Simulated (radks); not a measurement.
Question: Fe3+, configuration [Ar] 3d4.5 4s0.5 (fractional occupations, a model configuration). All-electron calculation, non-relativistic Kohn-Sham, PBEsol, spin-unpolarised, spherical densities, point nucleus. Program: a radial shooting solver on a logarithmic mesh with Libxc functionals. Some entries of the table are withheld. Estimate them.

orbital,occ.,eigenvalue (eV),<1/r> (bohr^-1),<r> (bohr)
1s,2,-6968.599,(1),(2)
2s,2,-848.6642,5.459,0.2703
2p,6,-738.4945,5.413,0.2369
3s,2,-132.8607,1.744,0.8094
3p,6,-100.3547,1.628,0.8421
3d,4.5,-47.1604,1.345,0.9573
4s,0.5,-32.1621,0.5906,2.243

Answer: 
(1) 1s <1/r> (bohr^-1): 25.50
(2) 1s <r> (bohr): 0.05919
